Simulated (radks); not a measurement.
Initial-state core-level shifts of the antimony ion Sb+ when its valence configuration changes from [Kr] 4d10 5s2 5p2. Method: non-relativistic Kohn-Sham, PBEsol, spin-polarised, spherical densities, point nucleus; open shells are filled with parallel spins first (spin-orbit coupling, left out, can overturn this in heavy ions); relativity is left out, which matters for an element this heavy; computed with a radial shooting solver on a logarithmic mesh with Libxc functionals. Shifts are changes of the shell-averaged eigenvalues in eV (positive: less bound); the change of the density at the nucleus, which sets a Mossbauer isomer shift, is in e/bohr^3, on a base of 9.337e+04.

valence                1s       2s       3s       4p  density at nucleus
4d9.5 5s2 5p2.5    -4.344   -4.564   -4.367   -3.586              +4.691
4d8 5s2 5p4       -17.927  -18.887  -17.961  -14.444             +19.147
4d9.5 5p4.5        -6.874   -7.074   -6.914   -6.075             -38.757
4d10 5s1.5 5p2.5   -0.487   -0.483   -0.497   -0.499             -10.041
4d7.5 5s2 5p4.5   -22.579  -23.811  -22.596  -18.043             +24.204
4d9 5s2 5p3        -8.725   -9.181   -8.765   -7.139              +9.478
4d10 5p4           -2.502   -2.476   -2.516   -2.479             -40.939
4d10 5s1 5p3       -0.911   -0.905   -0.936   -0.942             -20.410
4d8 5s1 5p5       -19.063  -20.025  -19.116  -15.556              -5.344
